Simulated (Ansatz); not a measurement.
Consider the redistribution: `C#CBCO` + `[SiH3][SiH]1CS1` → `OCB[SiH3]` + `C#C[SiH]1CS1`.

Isolated molecules relaxed with PBE0-D4/def2-TZVP in Ansatz; ΔE leaves out vibrations. CCSD(T)/CBS is the MP2 limit (def2-TZVPP, def2-QZVPP) plus CCSD(T) − MP2 in def2-TZVPP, frozen cores. Functionals use def2-TZVPP. One conformer a species, not always the lowest.

CCSD(T)/CBS gives +49.3 kJ/mol.

Q: Another level gave +55.9 kJ/mol. Which?
A. PBE-D4/def2-TZVPP
B. SCS-MP2/def2-TZVPP
C. r2SCAN-D4/def2-TZVPP
D. ωB97X-V/def2-TZVPP

A: C. r2SCAN-D4 55.9, ωB97X-V 49.9, SCS-MP2/def2-TZVPP 44.7, PBE-D4 60.9 kJ/mol.

Q: What do rigid-rotor, harmonic-oscillator terms from PBE0-D4/def2-TZVP frequencies (298.15 K, 1 bar) make of the CCSD(T)/CBS value? (Best estimate.)

A: The calculation gave: ΔZPE = -2.1 kJ/mol, ΔH = +47.4 kJ/mol, ΔS = 1 J/(mol·K), ΔG = +47.0 kJ/mol.

Largest T1 diagnostic among the species: 0.013.

Leaving LDA and LC-ωPBE aside and taking each functional with its dispersion term where it has one, the values spread over 11.0 kJ/mol, from ωB97X-V to PBE-D4. LDA lies +5.9 kJ/mol from PBE without D4. From BLYP to BHLYP (50 % exact exchange), in def2-TZVPP and without D4, ΔE moves by −3.8 kJ/mol. In def2-TZVPP, CCSD(T) changes the Hartree–Fock value by +5.9 kJ/mol (the triples alone add +2.0 kJ/mol) and MP2 by +5.9 kJ/mol.
